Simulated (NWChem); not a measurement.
Species: CH5N2S cation; SMILES NC([NH3+])=S

```xyz
9

N      1.2281    -0.9947     0.0001
C      0.1418    -0.2053     0.0000
N     -1.1528    -1.0589    -0.0004
S     -0.0196     1.4086     0.0001
H      1.2177    -2.0180    -0.0011
H      2.1458    -0.5384     0.0001
H     -1.9394    -0.3789     0.0035
H     -1.2424    -1.6647     0.8418
H     -1.2454    -1.6580    -0.8469
```
Atoms are numbered in this order, from 1.

Computed with NWChem. Coordinates come from a PBE-D3(BJ)/def2-SVP optimisation. Atomic charges in e: unrestrained fits to the electrostatic potential beside Mulliken populations; buried atoms are poorly determined by the fit.

Predict the results for B3LYP/def2-SVP. Quantities: ESP N1; Mulliken N1; ESP C2; Mulliken C2; ESP N3; Mulliken N3; ESP S4; Mulliken S4; relative RMS misfit of the potential (%).


```json
{
  "ESP N1": "-0.47",
  "Mulliken N1": "-0.03",
  "ESP C2": "0.14",
  "Mulliken C2": "-0.06",
  "ESP N3": "-0.06",
  "Mulliken N3": "0.02",
  "ESP S4": "-0.06",
  "Mulliken S4": "0.05",
  "relative RMS misfit of the potential (%)": "3"
}
```
